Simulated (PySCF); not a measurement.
An element was calculated at PBE (PySCF 2.14, ECP, a triple-zeta basis, no spin-orbit coupling), in the ground configurations that NIST lists.

| Quantity | Value |
| --- | --- |
| electron affinity | 1.210 eV |
| first ionisation energy | 6.977 eV |
| second ionisation energy | 13.707 eV |
| third ionisation energy | 32.107 eV |
| polarisability of the atom | 68.2 bohr³ |

Q: Which element is it?

A: Lead (Pb, Z = 82), in def2-TZVPPD with the def2 core potential (60 electrons). NIST lists 7.417, 15.032, 31.937 eV for these ionisation energies.
